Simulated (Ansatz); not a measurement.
Molecule: sum formula GeH₃Te₄ (charge 0, doublet). It need not be the lowest isomer of its formula. 
Geometry from a B3LYP-D3(BJ)/def2-TZVP (Ansatz, a program for electronic structure) optimisation:
SMILES: [Te][Ge]([TeH])([TeH])[TeH]
```xyz
8

Te     0.2230     1.9471    -1.6305
Ge     0.0360    -0.0765    -0.1384
Te    -1.0417     1.3180     1.8167
Te    -1.3974    -2.1040    -0.8587
Te     2.2353    -1.1204     0.7553
H     -2.5109     1.3723     1.0389
H     -2.7532    -1.1506    -0.9993
H      3.1179     0.1146     0.0818
```
Charge 0, spin multiplicity 2.

Basis-set convergence of Hartree-Fock and MP2 correlation energies (hartree) with Ansatz. Correlated levels leave the core frozen unless marked. UHF or UKS for open shells. Spin-orbit coupling is left out. The frozen core is the preceding noble-gas configuration, with the filled d and f shells of earlier blocks. Past Kr the def2 sets carry scalar-relativistic core potentials.

```csv
basis,functions,E(HF),"E(corr, MP2)"
def2-SVP,151,-3144.90850,-0.47189
def2-TZVPP,290,-3145.21884,-0.62568
def2-QZVPP,507,-3145.26710,-0.69280
```

Extrapolating the two largest sets (X = 3 and 4) as X^-3: E(corr) = (64·(-0.69280) - 27·(-0.62568))/37 = -0.7418 Eh, an estimate of the basis-set limit. The largest set recovers 93.4 % of it, the smallest 63.6 %.
